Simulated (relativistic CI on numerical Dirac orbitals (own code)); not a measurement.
Computed by Dirac-Coulomb-Breit CI, orbitals from a KLI potential per configuration, a model potential for QED, unscaled Slater integrals (own radial code, finite nucleus).

Configuration list (outside the closed core [Ne]): 3s2 3p6 3d10, 3s2 3p6 3d9 4s, 3s2 3p6 3d9 4p, 3s2 3p6 3d9 4d, 3s2 3p5 3d10 4s, 3s2 3p6 3d9 4f, 3s2 3p5 3d10 4p, 3s2 3p6 3d8 4s2, 3s2 3p5 3d10 4d, 3s2 3p6 3d8 4s 4p, 3s 3p6 3d10 4s, 3s2 3p6 3d9 5s, 3s2 3p5 3d10 4f, 3s2 3p6 3d8 4p2, 3s2 3p6 3d8 4s 4d, 3s2 3p6 3d9 5p, 3s 3p6 3d10 4p, 3s2 3p5 3d9 4s2, 3s2 3p6 3d8 4p 4d, 3s2 3p6 3d9 5d, 3s2 3p6 3d9 5f, 3s2 3p5 3d9 4s 4p, 3s2 3p6 3d9 5g, 3s 3p6 3d10 4d, 3s2 3p6 3d8 4d2, 3s2 3p5 3d9 4p2, 3s2 3p5 3d9 4s 4d, 3s 3p6 3d10 4f, 3s 3p6 3d9 4s2, 3s2 3p5 3d10 5s, 3s2 3p4 3d10 4s2, 3s2 3p6 3d9 6s, 3s2 3p5 3d9 4p 4d, 3s2 3p6 3d9 6p, 3s2 3p5 3d10 5p, 3s2 3p6 3d9 6d. Levels of other configurations are missing.

At this charge energies of transitions that change n are usually good to better than 1 %, and those within a shell (Δn = 0) to a few per cent.

Outline of the computed level scheme of Bi LVI. Lowest level of each configuration: 3s2 3p6 3d10 1S_0 at 0.00 eV; 3s2 3p6 3d9 4s 3D_3 at 2107.51 eV; 3s2 3p6 3d9 4p 3P°_2 at 2226.84 eV; 3s2 3p6 3d9 4d 3P_1 at 2587.64 eV; 3s2 3p5 3d10 4s 3P°_2 at 2676.21 eV; 3s2 3p5 3d10 4p 3P_1 at 2796.47 eV; 3s2 3p6 3d9 4f 3P°_0 at 2809.43 eV.

Some strong electric-dipole decays among the lowest 45 levels: 3s2 3p5 3d10 4s 1P°_1 → 3s2 3p6 3d10 1S_0 (4.0e+13 s⁻¹); 3s2 3p6 3d9 4p 1P°_1 → 3s2 3p6 3d10 1S_0 (2.3e+13 s⁻¹); 3s2 3p6 3d9 4p 3D°_1 → 3s2 3p6 3d10 1S_0 (1.4e+13 s⁻¹); 3s2 3p5 3d10 4p 3P_1 → 3s2 3p6 3d9 4p 3P°_2 (3.1e+12 s⁻¹); 3s2 3p5 3d10 4s 1P°_1 → 3s2 3p6 3d9 4s 1D_2 (3.0e+12 s⁻¹); 3s2 3p5 3d10 4s 3P°_2 → 3s2 3p6 3d9 4s 3D_3 (2.7e+12 s⁻¹); 3s2 3p6 3d9 4p 3P°_1 → 3s2 3p6 3d10 1S_0 (2.1e+12 s⁻¹); 3s2 3p6 3d9 4d 3G_3 → 3s2 3p6 3d9 4p 3F°_2 (1.8e+12 s⁻¹).

LS names give the leading component of a level, which can be under half, so a name can repeat, a term be missing and a line seem to break the LS rules.
